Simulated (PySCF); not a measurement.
Sc⁺: excitation energy

Sc⁺ [Ar] 3d1 4s1 (3D) → Sc⁺ [Ar] 4s2 (1S), as a difference of total energies. Computed with PySCF 2.14 in def2-TZVPPD, with no relativity, point nucleus. Correlated levels: valence and next inner shell: [Ne] frozen. The calculations carry no spin-orbit coupling.

| method | excitation energy (eV) |
| --- | --- |
| UHF | 2.232 |
| MP2 (valence and next inner shell) | 1.299 |
| SCS-MP2 (valence and next inner shell) | 1.204 |
| CCSD (valence and next inner shell) | 1.277 |
| CCSD(T) (valence and next inner shell) | 1.199 |

Task: How much does correlation contribute at CCSD(T) (valence and next inner shell)?

Result: 1.199 − (2.232) = -1.033 eV, measured against UHF.

These non-relativistic numbers lack the scalar-relativistic shift.

Errors of the correlated levels include the incompleteness of this basis and the frozen core.

For comparison: 1.442 eV (measured; NIST levels, between the centres of gravity of the two terms).
